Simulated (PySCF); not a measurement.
C₅H₁₁BrSi, SMILES C[Si](C)(C)/C=C\Br, GFN2-xTB optimised geometry.

```
18

C     -0.16    -2.03     1.57
Si     0.49    -1.18     0.00
C      2.40    -1.18     0.00
C     -0.16    -2.03    -1.57
C     -0.01     0.66     0.00
C     -1.24     1.14     0.00
Br    -2.80     0.06     0.00
H      0.22    -3.05     1.65
H      0.14    -1.50     2.47
H     -1.25    -2.09     1.58
H      2.80    -0.68     0.88
H      2.80    -0.68    -0.88
H      2.78    -2.19     0.00
H      0.22    -3.05    -1.64
H     -1.25    -2.09    -1.58
H      0.15    -1.51    -2.47
H      0.78     1.39     0.00
H     -1.49     2.19     0.00
```

Density from CAM-B3LYP/def2-SVP run with PySCF 2.14.0 at that geometry.

Minimum of the electron density along straight lines between bonded atoms, close to the bond critical point (lines longer than 1.1 times the sum of covalent radii, or with two minima, are not listed):

```json
[
 {"bond": "C1–Si2", "length / Å": "1.907", "ρ at the minimum / e bohr⁻³": "0.111", "∇²ρ there / e bohr⁻⁵": "0.31", "position (fraction from the first atom)": "0.62"},
 {"bond": "Si2–C3", "length / Å": "1.904", "ρ at the minimum / e bohr⁻³": "0.111", "∇²ρ there / e bohr⁻⁵": "0.32", "position (fraction from the first atom)": "0.38"},
 {"bond": "Si2–C4", "length / Å": "1.907", "ρ at the minimum / e bohr⁻³": "0.111", "∇²ρ there / e bohr⁻⁵": "0.31", "position (fraction from the first atom)": "0.38"},
 {"bond": "Si2–C5", "length / Å": "1.903", "ρ at the minimum / e bohr⁻³": "0.108", "∇²ρ there / e bohr⁻⁵": "0.35", "position (fraction from the first atom)": "0.38"},
 {"bond": "C5–C6", "length / Å": "1.320", "ρ at the minimum / e bohr⁻³": "0.347", "∇²ρ there / e bohr⁻⁵": "-0.95", "position (fraction from the first atom)": "0.47"},
 {"bond": "C6–Br7", "length / Å": "1.896", "ρ at the minimum / e bohr⁻³": "0.163", "∇²ρ there / e bohr⁻⁵": "?", "position (fraction from the first atom)": "0.44"},
 {"bond": "C1–H8", "length / Å": "1.086", "ρ at the minimum / e bohr⁻³": "0.272", "∇²ρ there / e bohr⁻⁵": "-0.97", "position (fraction from the first atom)": "0.62"},
 {"bond": "C1–H9", "length / Å": "1.086", "ρ at the minimum / e bohr⁻³": "0.272", "∇²ρ there / e bohr⁻⁵": "-0.98", "position (fraction from the first atom)": "0.63"},
 {"bond": "C1–H10", "length / Å": "1.085", "ρ at the minimum / e bohr⁻³": "0.274", "∇²ρ there / e bohr⁻⁵": "-1.00", "position (fraction from the first atom)": "0.63"},
 {"bond": "C3–H11", "length / Å": "1.086", "ρ at the minimum / e bohr⁻³": "0.272", "∇²ρ there / e bohr⁻⁵": "-0.98", "position (fraction from the first atom)": "0.63"},
 {"bond": "C3–H12", "length / Å": "1.086", "ρ at the minimum / e bohr⁻³": "0.272", "∇²ρ there / e bohr⁻⁵": "-0.98", "position (fraction from the first atom)": "0.63"},
 {"bond": "C3–H13", "length / Å": "1.085", "ρ at the minimum / e bohr⁻³": "0.272", "∇²ρ there / e bohr⁻⁵": "-0.98", "position (fraction from the first atom)": "0.63"},
 {"bond": "C4–H14", "length / Å": "1.086", "ρ at the minimum / e bohr⁻³": "0.272", "∇²ρ there / e bohr⁻⁵": "-0.97", "position (fraction from the first atom)": "0.62"},
 {"bond": "C4–H15", "length / Å": "1.085", "ρ at the minimum / e bohr⁻³": "0.274", "∇²ρ there / e bohr⁻⁵": "-1.00", "position (fraction from the first atom)": "0.63"},
 {"bond": "C4–H16", "length / Å": "1.086", "ρ at the minimum / e bohr⁻³": "0.272", "∇²ρ there / e bohr⁻⁵": "-0.98", "position (fraction from the first atom)": "0.63"},
 {"bond": "C5–H17", "length / Å": "1.083", "ρ at the minimum / e bohr⁻³": "0.276", "∇²ρ there / e bohr⁻⁵": "-1.03", "position (fraction from the first atom)": "0.63"},
 {"bond": "C6–H18", "length / Å": "1.080", "ρ at the minimum / e bohr⁻³": "0.286", "∇²ρ there / e bohr⁻⁵": "-1.14", "position (fraction from the first atom)": "0.65"}
]
```

Question: What belongs in the gaps?

Answer: 
- C6–Br7, ∇²ρ there / e bohr⁻⁵: -0.20
